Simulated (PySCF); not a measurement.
## Spin-rotation constants: `C#CC/C=C(\F)C#C`, C7H5F

Geometry:
| atom | x (Å) | y (Å) | z (Å) |
| --- | --- | --- | --- |
| C1 | -2.912 | 1.429 | -0.003 |
| C2 | -2.211 | 0.462 | 0.043 |
| C3 | -1.324 | -0.687 | 0.104 |
| C4 | 0.077 | -0.243 | 0.395 |
| C5 | 1.122 | -0.500 | -0.388 |
| F6 | 0.971 | -1.225 | -1.527 |
| C7 | 2.447 | -0.079 | -0.139 |
| C8 | 3.589 | 0.255 | 0.023 |
| H9 | -3.545 | 2.264 | -0.053 |
| H10 | -1.671 | -1.356 | 0.900 |
| H11 | -1.363 | -1.225 | -0.847 |
| H12 | 0.237 | 0.341 | 1.289 |
| H13 | 4.579 | 0.564 | 0.185 |

The calculation used GIAO wB97X-D/pcSseg-1 magnetisability, rotational g tensor and spin-rotation constants, non-relativistic, gas phase in PySCF 2.14.0. Geometry: GFN2-xTB.

(1) Give the nuclear spin-rotation constants along the inertial axes (H = +C I·J) beside the isotropic shieldings.

(2) How do the rotational constants and the g tensor change when H9, H10, H11, H12, H13 are replaced by deuterium?

Results:

(1) Rotational constants 4.9241, 0.9893, 0.8898 GHz. A star marks the isotopologue with that one atom substituted, in its own axes.
| atom | isotope | Caa (kHz) | Cbb (kHz) | Ccc (kHz) | mean (kHz) | σ (ppm) |
| --- | --- | --- | --- | --- | --- | --- |
| F6 | 19F | 6.787 | 1.010 | 0.599 | 2.799 | 292.7 |
| H9 | 1H | -0.244 | -0.083 | -0.076 | -0.134 | 30.3 |
| H10 | 1H | -0.475 | -0.102 | 0.015 | -0.188 | 29.1 |
| H11 | 1H | -0.489 | 0.018 | -0.076 | -0.182 | 28.2 |
| H12 | 1H | -0.531 | 0.070 | -0.085 | -0.182 | 26.2 |
| H13 | 1H | -0.023 | -0.079 | -0.103 | -0.068 | 29.0 |
| C1 | 13C* | 0.843 | 0.249 | 0.233 | 0.442 | 110.2 |
| C2 | 13C* | 0.869 | 0.267 | 0.253 | 0.463 | 101.6 |
| C3 | 13C* | 0.700 | 0.145 | 0.114 | 0.320 | 169.8 |
| C4 | 13C* | 1.455 | 0.421 | 0.175 | 0.684 | 61.2 |
| C5 | 13C* | 1.689 | 0.426 | 0.230 | 0.782 | 34.9 |
| C7 | 13C* | 0.345 | 0.269 | 0.320 | 0.311 | 107.8 |
| C8 | 13C* | 0.773 | 0.261 | 0.290 | 0.442 | 96.2 |

For the geometry as given, no vibrational averaging.

(2) Constants 4.3388, 0.9104, 0.8206 GHz; g -0.0193, -0.0042, -0.0020, against -0.0216, -0.0047, -0.0021 before.
